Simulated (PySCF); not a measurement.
Si(F)4(OH2) (F4H2OSi), SMILES O->[Si](F)(F)(F)F (connectivity only; charge and spin as stated), neutral, multiplicity 1.

Geometry: PBE0-D3(BJ)/def2-SVP. Other conformers were not sampled.

Computed with PySCF with SMD-PBE0/6-31G*.

Solvation free energies are E(SMD) − E(gas) at the gas-phase geometry, for 1 M in both phases. In vacuum the dipole moment is 4.52 D.

| solvent | ΔG(solv) (kcal/mol) | its non-electrostatic (CDS) part | dipole (D) |
|---|---|---|---|
| water | -8.7 | 4.2 | 5.25 |
| tetrahydrofuran | -6.0 | 0.4 | 4.96 |
| acetone | -7.8 | 0.3 | 5.06 |
